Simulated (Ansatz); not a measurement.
Input for Ansatz (an electronic-structure program): R-CCSD(T)/cc-pVDZ on GeH4N2 (SMILES [NH2][Ge][NH2]), a point of a torsion scan. The run froze 16 orbitals, filled d shells among them.

Ansatz 0.2 input:
```yaml
crystal:
  periodic: [false, false, false]
  atoms:
    - {symbol: N, position_ang: [1.56909451, -0.08969171, -0.05025684]}
    - {symbol: Ge, position_ang: [0.55620108, 0.30956123, 1.42290326]}
    - {symbol: N, position_ang: [0.01584005, -1.39859538, 1.72401029]}
    - {symbol: H, position_ang: [1.38336408, -0.84774166, -0.68934982]}
    - {symbol: H, position_ang: [2.04100433, 0.64651973, -0.55382808]}
    - {symbol: H, position_ang: [0.25435613, -2.20928546, 1.17401243]}
    - {symbol: H, position_ang: [-0.58890108, -1.66761874, 2.48325745]}
basis:
  gaussian:
    orbitals: cc-pVDZ
magnetization: {spin_polarized: false}
correlation: {method: ccsd_t, electrons: outside_noble_gas}
scf: {lower_state_search: off}
```

It printed:

```
WARN ansatz: RAYON_NUM_THREADS=1 ignored (pool sized by the plan → 1); use --threads N
Functional definition: HF
these checks for a lower state are left out or cut short: stability, starts, cluster_reference, orbital_swaps, neighbouring_geometries, increment
integrals: 0.06 GiB planned
772 factors; integrals over basis functions are off by at most 1.2e-3 eV
mean field: 0.16 GiB planned
mean field evaluation 1: about -59496.4249 eV, gradient 4.1e1 eV
mean field evaluation 2: about -59496.4318 eV, gradient 4.1e1 eV
mean field evaluation 4: about -59500.0915 eV, gradient 2.6e0 eV
mean field evaluation 8: about -59500.1259 eV, gradient 1.5e-4 eV
mean field -59500.12593719 eV, -2186.5892975579 hartree, gradient 2.4e-6 eV, S^2 0.000000; 0 other end points of the search recorded, 0 dependent functions left out
16 core orbitals not correlated
reference -59500.12593719 eV, -2186.5892975579 hartree; 9, 9 occupied and 50, 50 virtual orbitals, 772 factors
second order -11.63964022 eV of doubles, -0.00000000 eV of singles
coupled cluster: 0.14 GiB planned
cycle   1  -12.04198786 eV  change   -4.0e-1 eV  update   9.1e-2
cycle   2  -12.36421565 eV  change   -3.2e-1 eV  update   2.9e-2
cycle   3  -12.45793552 eV  change   -9.4e-2 eV  update   1.7e-2
cycle   4  -12.45102935 eV  change    6.9e-3 eV  update   4.8e-3
cycle   5  -12.45028002 eV  change    7.5e-4 eV  update   2.2e-3
cycle   6  -12.45015713 eV  change    1.2e-4 eV  update   6.3e-4
cycle   7  -12.44993539 eV  change    2.2e-4 eV  update   1.6e-4
cycle   8  -12.44993301 eV  change    2.4e-6 eV  update   5.5e-5
cycle   9  -12.44993550 eV  change   -2.5e-6 eV  update   1.9e-5
perturbative correction -0.35498983 eV, -0.0130456357 hartree
Total energy: -59512.93086253 eV, -2187.0598698845 hartree
Checks for a lower state left out: stability, starts, cluster_reference, orbital_swaps, neighbouring_geometries, increment
```

The calculation finished and met its thresholds.

Cost: roughly 2.3 core-seconds.
